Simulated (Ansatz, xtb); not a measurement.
Isomers of C2H9ClSi2 in order of energy

8 gas-phase structures of C2H9ClSi2, found in a search over its isomers (lower ones may exist). Each was relaxed with GFN2-xTB; where two conformers were screened, the lower at r2SCAN-D4/def2-SVP is listed:

A. `C[C@H]([SiH3])[SiH2]Cl`, a singlet
B. `CC[SiH2][SiH2]Cl`, a singlet
C. `C[SiH](C)[SiH2]Cl`, a singlet
D. `[SiH3]CC[SiH2]Cl`, a singlet
E. `CC[Si@H]([SiH3])Cl`, a singlet
F. `C[Si@H](Cl)C[SiH3]`, a singlet
G. `C[SiH2]C[SiH2]Cl`, a singlet
H. `C[SiH2][Si@H](C)Cl`, a singlet

**Question.** Estimate their order in r2SCAN-D4/def2-SVP energy at these geometries, lowest first.

**Answer.** Calculated order at r2SCAN-D4/def2-SVP: F (0.0), G (7.9), H (12.5), C (19.4), E (57.1), A (62.1), B (68.7), D (70.1) kJ/mol. Less than 1 kcal/mol parts B and D, so the order within that pair means little.

Energies above the lowest of each column, in kJ/mol; the last columns are at B3LYP-D3(BJ)/def2-SVP geometries and were run for some of them only (a dash: not run or not comparable):

```csv
structure,GFN2-xTB,HF/STO-3G,r2SCAN-D4/def2-SVP,B3LYP-D3(BJ)/def2-SVP,CCSD(T)/def2-SVP + ΔMP2/def2-TZVPP
F,15.6,9.8,0.0,0.0,0.0
G,10.1,19.9,7.9,5.5,7.7
H,37.3,0.0,12.5,9.0,–
C,35.4,3.9,19.4,–,–
E,23.0,46.2,57.1,–,–
A,0.3,76.6,62.1,–,–
B,20.2,53.3,68.7,–,–
D,0.0,69.3,70.1,–,–
```

CCSD(T)/def2-SVP + ΔMP2/def2-TZVPP puts F lowest of those it was run on; GFN2-xTB picks D, HF/STO-3G picks H. Flexible structures stand in one conformer each, not always the lowest. Frequencies (B3LYP-D3(BJ)/def2-SVP) were run for F, G alone. ΔMP2 is the change of the MP2 energy from the smaller to the larger basis.

Over these structures GFN2-xTB departs from r2SCAN-D4/def2-SVP by 34.1 kJ/mol on average once a common shift is removed. A GFN2-xTB relaxation took about 0.11 s and the r2SCAN-D4/def2-SVP energy about 3 s on a shared host (Ansatz 0.2.0, xtb 6.7.1).
